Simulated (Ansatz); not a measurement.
Basis sets compared for NiH2(PF3)2 (NiP2H2F6). The state is a singlet with charge 0. Geometry B3LYP-D4/def2-SVP. Ansatz on 4 threads of Arm Neoverse V2 on a shared host; times are rough, and most runs start from earlier orbitals.

| atom | x (Å) | y (Å) | z (Å) |
| --- | --- | --- | --- |
| F1 | 0.5430 | 2.2359 | 1.0949 |
| F2 | 2.7552 | 1.4788 | 0.6363 |
| F3 | 1.4431 | 0.3547 | 2.3024 |
| F4 | -2.2604 | -0.4244 | 1.0975 |
| F5 | -2.5525 | -1.6917 | -0.8990 |
| F6 | -2.4421 | 0.7026 | -1.0249 |
| Ni7 | 0.4206 | -0.4443 | -0.5370 |
| P8 | 1.2908 | 0.8564 | 0.7949 |
| P9 | -1.6266 | -0.5013 | -0.3669 |
| H10 | 0.8447 | -1.4639 | -1.6895 |
| H11 | 1.5842 | -1.1029 | -1.4087 |

The restricted singlet is unstable towards broken spin symmetry in Hartree–Fock (as tested in another run); at PBE-D4/def2-SVP, PBE0-D4/def2-SVP, PBE0-D4/def2-TZVP this wasn't settled. In the singlet, H10 and H11 lie 0.87 Å apart (atoms count from 1), so H2 has formed as a molecule. No other spin state of charge 0 was run.

Binding counts from free atoms (F doublet, Ni triplet, P quartet, H doublet) in the same basis, without a counterpoise term.

```json
{"level": "PBE-D4/def2-SVP", "functions": "161", "energy (Eh)": "-2789.5238", "HOMO (eV)": "-5.37", "LUMO (eV)": "-2.60", "binding per atom (eV)": "3.77", "wall time": "2.1 s"}
{"level": "PBE0-D4/def2-SVP", "functions": "161", "energy (Eh)": "-2789.5300", "HOMO (eV)": "-7.17", "LUMO (eV)": "-1.82", "binding per atom (eV)": "3.42", "wall time": "3.3 s"}
```

(1) Estimate the rows for PBE-D4/def2-TZVP (with forces), PBE0-D4/def2-TZVP.

## Answers

(1) 
```json
{"level": "PBE-D4/def2-TZVP (with forces)", "functions": "317", "energy (Eh)": "-2790.8035", "HOMO (eV)": "-5.91", "LUMO (eV)": "-3.04", "binding per atom (eV)": "3.82", "wall time": "5.5 s"}
{"level": "PBE0-D4/def2-TZVP", "functions": "317", "energy (Eh)": "-2790.7993", "HOMO (eV)": "-7.64", "LUMO (eV)": "-2.20", "binding per atom (eV)": "3.54", "wall time": "10 s"}
```
